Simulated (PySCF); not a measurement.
# Levels of Hg⁷⁵⁺ from EOM-EA-GCCSD

Reference: closed-shell Hg⁷⁶⁺, [He] 2s2; one electron is added. Calculated with PySCF 2.14, two-component X2C-1e with screened spin-orbit coupling, an uncontracted even-tempered set (16 s from 16 bohr⁻², ratio 2.6; 14 p from 21 bohr⁻², ratio 2.6; 7 d from 22 bohr⁻², ratio 2.8; 4 f from 410 bohr⁻², ratio 2.8); frozen nothing; the 32 highest virtual spinors dropped; of the others 54 kept and the rest restored at second order. No Breit or QED terms. Binding energies in eV.

```
level  Koopmans
2p1/2   22608.9
2p3/2   20496.2
```

(1) How does correlation move these levels?

For comparison, the ionisation energy of Hg⁷⁵⁺ is 22580 ± 100 eV (theoretical estimate listed by NIST; NIST Atomic Spectra Database, ionization energies).

Only part of the computed levels is shown.

Answers

(1) 2p1/2: second order 22607.4, EOM-CCSD 22603.1; 2p3/2: second order 20497.4, EOM-CCSD 20497.3.
